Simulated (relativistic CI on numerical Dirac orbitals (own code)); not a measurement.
# One change at a time: Ce⁴⁺

Base calculation: Dirac-Coulomb-Breit CI, KLI orbitals optimised for each configuration, QED by a radiative potential, valence Slater integrals scaled by 0.85, P86 correlation energy added to each configuration.

Configuration list (outside the closed core [Kr] 4d10): 5s2.5p6, 5s2.5p5.5d, 5s2.5p5.4f, 5s2.5p5.5f, 5s.5p6.5d, 5s2.5p5.5g, 5s2.5p5.6s, 5s2.5p5.6p, 5s.5p6.4f, 5s.5p6.5f, 5p6.4f2, 5p5.4f2.5d, 5p5.4f3, 5p5.4f2.5f, 5p5.4f2.5g, 5p5.4f2.6s. Double excitations out of closed p, d and f shells are left out; levels of such configurations are missing from the list, as are those of other unlisted configurations, and high levels can miss mixing partners.

Variants: (1) valence Slater integrals scaled by 0.75; (2) Slater integrals left unscaled; (3) QED terms removed. Shifts of the energy above 5s2.5p6 1S_0, in cm⁻¹, for the lowest level and the first level of each name with at least 55 % of one term (blank where a level changes its place among those of its configuration and J or its character, or is not in the variant):

| Level | Base | Δ(1) | Δ(2) | Δ(3) | Measured |
| --- | --- | --- | --- | --- | --- |
| 5s2.5p6 1S_0 | 0.0 | 0.0 | 0.0 | 0.0 | 0.0 |
| 5s2.5p5.4f 3D_1 | 110685.2 | +1155.6 | -1761.3 | +138.5 |  |
| 5s2.5p5.4f 3D_2 | 113835.8 | +972.0 | -1520.0 | +132.0 |  |
| 5s2.5p5.4f 3G_5 | 117415.3 | +530.4 | -795.0 | +125.0 |  |
| 5s2.5p5.4f 3G_4 | 117626.7 | +310.8 | -482.9 | +137.0 |  |
| 5s2.5p5.4f 3D_3 | 118824.4 | +614.2 | -1052.9 | +124.0 |  |
| 5s2.5p5.5d 3P°_0 | 180298.9 | +1687.2 | -2534.2 | +29.3 |  |
| 5s2.5p5.5d 3P°_1 | 183186.4 | +1520.5 | -2318.3 | +25.8 | 181116.0 |
| 5s2.5p5.5d 3F°_4 | 188444.2 | +1154.4 | -1789.4 | +25.0 |  |
| 5s2.5p5.5d 3P°_2 | 188778.8 | +1151.1 | -1833.7 | +19.3 |  |
| 5s2.5p5.5d 3F°_3 | 190276.6 | +737.9 | -1216.9 | +31.0 |  |
| 5s2.5p5.5d 3D°_3 | 201353.8 | -485.5 | +724.5 | +20.9 |  |
| 5s2.5p5.5d 3D°_1 | 211737.7 | -641.4 | +868.9 | +9.8 | 207057.0 |
| 5s2.5p5.6s 3P°_2 | 252478.5 | +92.5 | -133.8 | -135.7 |  |

At this charge configurations can still be misplaced by up to about 7 % of their energy. Levels and lines within the n = 5 or 6 shells can be off by up to 10 % or somewhat more, and those that change n by about 2 %, since core polarisation is missing. 2 of the 3 excited levels that our extract of the measured tables holds in this range could be paired (the sources list more); they are missed by 3376 cm⁻¹ on average and 4681 at most, and levels without a partner can miss by more. Levels that differ in their count of f electrons can be misplaced by several ten thousand cm⁻¹, since the correlation energy of f electrons is missing or only estimated; rates across such gaps can be off by orders of magnitude.

Measured levels: Martin, Zalubas and Hagan, Atomic Energy Levels: The Rare-Earth Elements, NSRDS-NBS 60 (1978).

Ionisation energy from the two ground configurations alone: base 65.95 eV. The NIST ASD value (semi-empirical) is 65.55 eV.

LS names give the leading component of a level, which can be under half, so a name can repeat, a term be missing and a line seem to break the LS rules.
